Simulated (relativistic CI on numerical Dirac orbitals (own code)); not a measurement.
Radial Dirac CI calculation of La LIII.

Command:

```sh
python run_levels.py task.json out
```

Input:

```
atom La  Z=57  charge=52  electrons=5
nucleus A=139  rms_radius_fm=4.8550
hamiltonian dirac-coulomb  breit=on  qed=on  c_scale=1
orbitals kli  potential=per-configuration
slater_scale 1
correlation none
mixing on
grid step=0.0125 r_max=2.5
scf mixing=0.4 start=green max_iterations=99 tolerance=2e-08 node_fill=5
configurations
  [He] 2s2 2p
end
```

Output:

```
SCF 1: [He] 2s2 2p
 iter      energy (Ha)   residual   last orbital (Ha)
    1     -4538.038585   2.02e+00   -402.76620
    2     -4539.482457   1.21e+00   -387.24577
    3     -4540.095701   1.65e-02   -365.11969
    4     -4540.094710   1.37e-03   -364.81454
    5     -4540.094798   6.92e-05   -364.78757
    6     -4540.094786   7.55e-06   -364.78743
    7     -4540.094785   5.27e-08   -364.78747
    8     -4540.094785   3.59e-09   -364.78747
orbital energies (Ha): 1s -1610.7071  2s -389.0136  2p1/2 -381.8466  2p3/2 -364.7875
configuration averages (Ha): Dirac-Coulomb, Breit, QED
  2p                           -4540.094785    3.422667    4.390436
levels: no., configuration, term, J, E (cm-1), weight
   1 2p                     2P*  1/2              0.0  1.00
   2 2p                     2P*  3/2        3699636.9  1.00
lowest total energy -4543.519584 Ha
end: converged
```

Against the reference input this run has: node fill of the KLI weights 5. The reference run ends at -4543.507317 Ha with Breit and QED terms. The iteration limit was 99 against 150. This setting is bad on purpose; its numbers may not be properties of the ion.

Run time about 0.034 s of CPU on one thread of Neoverse-V1 (shared host).
